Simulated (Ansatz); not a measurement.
The first iterations of a band of AlF2H3Si (7 atoms, charge 0, multiplicity 1).

Theory: RKS BLYP-D4/STO-3G in Ansatz 0.2.0.

- movable images: 8
- climbing image: no
- spring: 5.0 eV/Å²
- optimiser: quadratic models (default)
- start path: through a guess of the saddle point
- force threshold: 0.05 eV/Å
- iteration limit: 60
- end points: relaxed

First end point:

```xyz
7
Properties=species:S:1:pos:R:3
F -0.238 -1.495 1.617
Si 0.552 -0.660 0.399
F 1.031 -1.869 -0.652
Al -0.761 1.016 -0.580
H 1.803 -0.141 1.010
H -1.205 2.213 0.239
H -1.184 0.937 -2.034
```

Last end point:

```xyz
7
Properties=species:S:1:pos:R:3
F -0.847 -1.992 1.430
Si 0.085 -1.101 0.402
F 1.064 -2.330 -0.095
Al -0.064 1.218 -0.373
H 1.414 1.559 -0.356
H -0.964 1.783 0.706
H -0.688 0.862 -1.713
```

| iteration | highest image above the first end (eV) | largest band force component (eV/Å) |
| --- | --- | --- |
| 1 | 4.155 | 5.630 |
| 2 | 2.638 | 4.554 |
| 3 | 1.985 | 3.928 |
| 4 | 1.229 | 3.831 |
| 5 | 0.879 | 4.058 |
| 6 | 0.832 | 2.437 |

**Question.** Does the band converge within its limit, and where does its top end?

**Answer.** The run converged. It ended after 20 iterations with the highest image 0.579 eV above the first end. No image climbed, so the highest image needn't sit at the top of the path. The orbitals stay closed-shell, which can raise the energy where a bond breaks towards radicals; this wasn't checked here. Limits of this set-up: minimal basis.

Run time: 2.8 min on 1 thread of Arm Neoverse V2, on a shared host, peak memory 0.08 GiB.
